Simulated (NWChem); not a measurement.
Everything below was run with NWChem. System: CH7InO2, charge 0, spin multiplicity 1, at a geometry optimised with PBE0/def2-SVP with def2 effective core potentials on In. The structure started from a generated list of species. Level: MP2/def2-TZVP with def2 effective core potentials on In, 7 core orbitals frozen.

The NWChem input:

```
start mol
memory heap 200 mb stack 800 mb global 1000 mb
geometry units angstroms nocenter noautoz noautosym
  In    -0.698221    -0.035526    -0.236405
  H     -1.509231    -0.919196     1.003177
  H     -0.848336    -0.129050    -1.957128
  O      0.108344     1.690380     0.485051
  H      0.334400     2.301967    -0.224080
  C      2.385571    -0.380676     0.889306
  O      1.453563    -1.022728     0.026783
  H      2.401182    -0.850800     1.885954
  H      2.027906     0.655063     0.985392
  H      3.397376    -0.400439     0.453409
  H      1.600866    -1.973955     0.006597
end
basis spherical
  * library def2-tzvp
end
ecp
  In library def2-ecp
end
scf
  rhf
  nopen 0
  maxiter 100
  thresh 1e-7
  semidirect memsize 60000000 filesize 0
end
mp2
  freeze core 7
end
task mp2 energy
```

Output (cleaned and shortened):

```
             Northwest Computational Chemistry Package (NWChem) 7.3.0
             --------------------------------------------------------

                                NWChem Input Module
                                -------------------

 Scaling coordinates for geometry "geometry" by  1.889725989
 (inverse scale =  0.529177249)

                             Geometry "geometry" -> ""
                             -------------------------

 Output coordinates in angstroms (scale by  1.889725989 to convert to a.u.)

  No.       Tag          Charge          X              Y              Z
 ---- ---------------- ---------- -------------- -------------- --------------
    1 In                  49.0000    -0.69822100    -0.03552600    -0.23640500
    2 H                    1.0000    -1.50923100    -0.91919600     1.00317700
    3 H                    1.0000    -0.84833600    -0.12905000    -1.95712800
    4 O                    8.0000     0.10834400     1.69038000     0.48505100
    5 H                    1.0000     0.33440000     2.30196700    -0.22408000
    6 C                    6.0000     2.38557100    -0.38067600     0.88930600
    7 O                    8.0000     1.45356300    -1.02272800     0.02678300
    8 H                    1.0000     2.40118200    -0.85080000     1.88595400
    9 H                    1.0000     2.02790600     0.65506300     0.98539200
   10 H                    1.0000     3.39737600    -0.40043900     0.45340900
   11 H                    1.0000     1.60086600    -1.97395500     0.00659700

 Effective nuclear repulsion energy (a.u.)     386.2816678604

            Nuclear Dipole moment (a.u.)
            ----------------------------
        X                 Y               Z
 ---------------- ---------------- ----------------
     0.0000302356    -0.0000453534    -0.0000302356


 Summary of "ao basis" -> "" (spherical)
 ------------------------------------------------------------------------------
       Tag                 Description            Shells   Functions and Types
 ---------------- ------------------------------  ------  ---------------------
 *                         def2-tzvp                  on all atoms

 Summary of "ao basis" -> "ao basis" (spherical)
 ------------------------------------------------------------------------------
       Tag                 Description            Shells   Functions and Types
 ---------------- ------------------------------  ------  ---------------------
 In                        def2-tzvp                16       50   6s5p3d2f
 H                         def2-tzvp                 4        6   3s1p
 O                         def2-tzvp                11       31   5s3p2d1f
 C                         def2-tzvp                11       31   5s3p2d1f

                                 NWChem SCF Module
                                 -----------------

  ao basis        = "ao basis"
  functions       =   185
  atoms           =    11
  closed shells   =    25
  open shells     =     0
  charge          =   0.00
  wavefunction    = RHF
  use symmetry    = F
  symmetry adapt  = F

 Summary of "ao basis" -> "ao basis" (spherical)
 ------------------------------------------------------------------------------
       Tag                 Description            Shells   Functions and Types
 ---------------- ------------------------------  ------  ---------------------
 In                        def2-tzvp                16       50   6s5p3d2f
 H                         def2-tzvp                 4        6   3s1p
[...]
   164      0.282880   8 H  s                20     -0.247419   1 In py
   104     -0.221635   6 C  s               111      0.209091   6 C  px
   176     -0.195290  10 H  s               113     -0.169788   6 C  pz

 center of mass
 --------------
 x =  -0.21814796 y =   0.00799542 z =  -0.06986544

 moments of inertia (a.u.)
 ------------------
         374.711188956312         113.583689372333        -190.667417361063
         113.583689372333         758.992176941131         -25.881728748396
        -190.667417361063         -25.881728748396         925.470674291143

  Mulliken analysis of the total density
  --------------------------------------

    Atom       Charge   Shell Charges
 -----------   ------   -------------------------------------------------------
    1 In  21    20.20   0.38 -0.81  1.54  0.88  0.65  0.28 -0.41  6.39  0.55  0.50  0.05  8.95  1.06  0.13  0.05  0.00
    2 H    1     1.15   0.21  0.57  0.36  0.01
    3 H    1     1.15   0.21  0.57  0.37  0.01
    4 O    8     8.89   0.79  1.18  0.56  0.95  0.37  1.83  2.05  1.14  0.00  0.01  0.00
    5 H    1     0.68   0.25  0.34  0.04  0.05
    6 C    6     6.11   0.85  1.12  0.48  0.66  0.09  1.20  1.30  0.28  0.03  0.08  0.01
    7 O    8     8.58   0.79  1.18  0.55  0.96  0.29  1.87  2.10  0.81  0.00  0.03  0.00
    8 H    1     0.89   0.27  0.49  0.11  0.02
    9 H    1     0.81   0.26  0.44  0.08  0.02
   10 H    1     0.89   0.27  0.50  0.10  0.02
   11 H    1     0.64   0.25  0.33  0.02  0.05

       Multipole analysis of the density wrt the origin
       ------------------------------------------------

     L   x y z        total         open         nuclear
     -   - - -        -----         ----         -------
     0   0 0 0     -0.000000      0.000000     50.000000

     1   1 0 0      1.103404      0.000000     36.944529
     1   0 1 0     -1.056929      0.000000      1.879718
     1   0 0 1     -0.247775      0.000000     12.508709

     2   2 0 0    -27.985822      0.000000    315.940692
     2   1 1 0     -3.566620      0.000000    -65.436158
     2   1 0 1      1.864514      0.000000     89.549113
     2   0 2 0    -30.479477      0.000000    155.317341
     2   0 1 1     -2.989415      0.000000      7.664719
     2   0 0 2    -36.019682      0.000000     62.233396

                   NWChem MP2 Semi-direct Energy/Gradient Module
                   ---------------------------------------------

  Basis functions       =    185
  Molecular orbitals    =    185
  Frozen core           =      7
  Frozen virtuals       =      0
  Active alpha occupied =     18
  Active beta occupied  =     18
  Active alpha virtual  =    160
  Active beta virtual   =    160
  Use MO symmetry       = F
  Use skeleton AO sym   = F

  AO/Fock/Back tols     =   1.0D-09  1.0D-09  1.0D-09

 GA uses MA = F    GA memory limited = T

 Available:
  local mem=  1.15D+08
 global mem=  1.31D+08
 local disk=  0.00D+00
  mp2_memr nvloc                   160
  nvloc new                   160
   1 passes of  18:        5242880                     213761                 159550600.
   1 passes of  18: M    114668235           G      131003550           F     109425355.
  mp2_memr nvloc                   160
  nvloc new                   160
   2 passes of   9:        5242880                     141790                  79804552.
   2 passes of   9: M    114668235           G      131003550           F     109425355.

 Semi-direct pass number   1 of   2  for RHF alpha+beta  at       86.2s
  vrange nnbf                 16288
  mp2_eaftype                   304  avail_ma_in_mb                   999
 EAF : mp2_eaftype filesize         304   39902276.
  mp2_eaf for mointskh                    304
Node 0 wrote    187.6 Mb in      0.1 s     Agg I/O rate:  2190.1 Mb/s
 Done moints_semi at      113.8s
  mp2_eaftype                   304  avail_ma_in_mb                   695
 EAF : mp2_eaftype filesize         304   39902276.
  mp2_eaf for kh                   304
 Done maket at      114.6s
 Semi-direct pass number   2 of   2  for RHF alpha+beta  at      114.6s
  vrange nnbf                 16288
  mp2_eaftype                   304  avail_ma_in_mb                   695
 EAF : mp2_eaftype filesize         304   39902276.
  mp2_eaf for mointskh                    304
Node 0 wrote    187.6 Mb in      0.1 s     Agg I/O rate:  2133.1 Mb/s
 Done moints_semi at      140.5s
  mp2_eaftype                   304  avail_ma_in_mb                   695
 EAF : mp2_eaftype filesize         304   39902276.
  mp2_eaf for kh                   304
 Done maket at      141.3s
 Done multipass loop at      141.3s

          -------------------------------------------
          SCF energy                -380.951450659264
          Correlation energy          -0.955080534339
          Singlet pairs               -0.572211754501
          Triplet pairs               -0.382868779838
          Total MP2 energy          -381.906531193603
          -------------------------------------------

          ---------------------------------------------------
                    Spin Component Scaled (SCS) MP2
          Same spin pairs                     -0.255245853225
          Same spin scaling factor             0.333333333333
          Opposite spin pairs                 -0.699834681114
          Opposite spin scaling fact.          1.200000000000
          SCS-MP2 correlation energy          -0.924883568411
          Total SCS-MP2 energy              -381.876334227675
          ---------------------------------------------------

 -----------------------
 Performance information
 -----------------------

 Timer overhead =  1.92D-07 seconds/call

               Nr. of calls         CPU time (s)                 Wall time (s)                GFlops
             ---------------    -------------------     ------------------------------   -------------------
Name         Min   Avg   Max    Min     Avg     Max     Min     Avg     Max   Mx/calls   Min     Max     Sum
mp2: moin     2     2     2    54.     54.     54.      54.     54.     54.     27.      0.0     0.0     0.0
mp2: make     2     2     2    1.5     1.5     1.5      1.5     1.5     1.5    0.76      0.0     0.0     0.0
mp2: tota     1     1     1    55.     55.     55.      55.     55.     55.     55.      0.0     0.0     0.0

 The average no. of pstat calls per process was 5.00D+00
 with a timing overhead of 9.59D-07s

 Task  times  cpu:      141.3s     wall:      141.3s

 Total times  cpu:      141.3s     wall:      141.3s
```
